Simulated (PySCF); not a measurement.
CH₆ClFSi₂, SMILES C[Si@@](F)([SiH3])Cl. Geometry optimised at PBE0-D3(BJ)/def2-SVP. The structure was generated by enumeration; whether it is a known compound was not checked.

Method: PBE0-D3(BJ)/def2-SVP in PySCF.

Harmonic wavenumbers (cm⁻¹): 104, 108, 130, 155, 194, 235, 245, 418, 504, 509, 562, 730, 783, 789, 868, 905, 928, 933, 1265, 1418, 1419, 2224, 2234, 2247, 3060, 3171, 3174. Rotational constants (GHz): 2.471, 1.727, 1.438; symmetry number 1.

Question: Work out the zero-point energy and the ideal-gas rigid-rotor harmonic-oscillator thermochemistry at 298.15 K and 1 atm.

Answer: ZPE = ½ Σ hcν = ½ × 29313 cm⁻¹ = 41.90 kcal/mol. H − E(el) = 47.88 kcal/mol. Entropy in cal/(mol K): translation 40.47, rotation 28.35, vibration 22.06, total 90.88. G − E(el) = 20.79 kcal/mol. Cp = 30.54 cal/(mol K). Modes under 150 cm⁻¹ make the vibrational entropy uncertain.
